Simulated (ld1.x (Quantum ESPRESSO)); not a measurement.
**What one change does to a pseudopotential (O (Z = 8), PAW)**

```json
{
 "Element": "oxygen",
 "Generator": "ld1.x (Quantum ESPRESSO) 7.5",
 "Type": "PAW",
 "Functional": "PBE",
 "Relativity": "scalar-relativistic",
 "Frozen core": "[He]",
 "Valence charge": "6",
 "Reference configuration": "2s1.75 2p4.25",
 "Partial waves": "2s (bound): rcut 0.65, rcutus 0.70 bohr; 2s channel at -0.95 Ry: rcut 0.65, rcutus 0.70 bohr; 2p (bound): rcut 0.85, rcutus 1.15 bohr; 2p channel at -0.2 Ry: rcut 0.85, rcutus 1.15 bohr",
 "Local potential": "all-electron potential smoothed inside 0.85 bohr (lloc = -1)",
 "Core correction": "a·sin(br)/r model core, default radius (core density twice the valence density)",
 "Augmentation charge": "BESSEL, radius 0.60 bohr"
}
```

Change: waves 2s (bound): rcut 0.65, rcutus 1.02 bohr; 2s channel at -0.95 Ry: rcut 0.65, rcutus 1.02 bohr.

Cutoffs: the cutoffs (Ry, on a coarse ladder) from which the occupation-weighted sum of valence levels, in a spherical-Bessel basis at the reference potential, stays within 10 and 1 mRy of its value at 400 Ry; they do not see the model core or the augmentation charge, which bear on the density cutoff. Errors are all-electron minus pseudo energies relative to the spin-unpolarised reference configuration.

Question: What does the change do?

Answer: The potential gets softer (70 Ry and 100 Ry → 50 Ry and 90 Ry); the number of tests with a reliable result goes from 7 to 3 (the test run of the changed file stopped, so its transferability is not established); of the 3 tests that both files solve, the error grows in 0 and shrinks in 1 by more than 15 % and 0.3 meV (median size 0.6 → 0.6 meV); neither file shows a bound ghost. A larger radius leaves more room for a smooth pseudo-wave, so fewer plane waves are needed.

```csv
quantity,base,changed
"cutoff, loose",70 Ry,50 Ry
"cutoff, tight",100 Ry,90 Ry
loose cutoff by channel (10 mRy a level),"s 55 Ry, p 45 Ry","s 18 Ry, p 45 Ry"
bound ghosts,none,none
tests with a reliable result,7 of 7,3 of 7 (the test run stopped)
"error for 2s2 2p4, meV [ΔE -3.73 eV]",+0.3,+0.6
"error for 2s2 2p3, meV [ΔE 12.70 eV]",-0.6,+0.6
"error for 2s2 2p2, meV [ΔE 46.28 eV]",-6.4,-2.7
s: phases at 1.25 bohr within 0.05 rad from the reference energy up to (Ry; the scan ends near 5),to the end of the scan,to the end of the scan
p: phases at 1.25 bohr within 0.05 rad from the reference energy up to (Ry; the scan ends near 5),to the end of the scan,to the end of the scan
lowest overlap eigenvalue by channel,"s 0.59, p 0.95","s 0.54, p 0.95"
```
